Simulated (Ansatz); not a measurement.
C2H4AlFS, relaxed with RKS PBE0-D4/def2-TZVP in the Gaussian-basis code of Ansatz from a PBE-D4/def2-SVP geometry. The force threshold is 0.005 eV/Å; the program also tests the step.

Total charge 0; spin multiplicity 1. The bonds changed during the relaxation, so this is another structure than the one it started from.

Start:

```xyz
9

F    -0.448    0.605    1.223
C    -0.046   -0.584    0.366
Al    1.155    1.031    0.149
C    -1.029   -0.900   -0.638
S    -2.325   -0.009   -1.109
H     0.262   -1.381    1.069
H     2.398    1.097    1.141
H     0.805    2.002   -1.055
H    -0.772   -1.861   -1.145
```

```tsv
step	energy (eV)	largest force (eV/Å)	largest move (Å)
1	-22277.4320	0.813	0.000
2	-22277.4673	0.379	0.032
3 (rejected)	-22277.4652	0.404	0.040
4	-22277.4758	0.117	0.019
5	-22277.4764	0.053	0.018
6	-22277.4765	0.016	0.005
7	-22277.4766	0.005	0.003
```

End:

```xyz
9

F    -0.444    0.605    1.196
C    -0.046   -0.566    0.358
Al    1.153    1.015    0.148
C    -1.023   -0.893   -0.631
S    -2.333   -0.055   -1.082
H     0.245   -1.352    1.052
H     2.381    1.076    1.136
H     0.822    1.995   -1.036
H    -0.755   -1.826   -1.139
```

Hardware: 4 threads of an Arm Neoverse V1 on a shared host. Wall time 25 s, peak host memory 0.49 GiB.
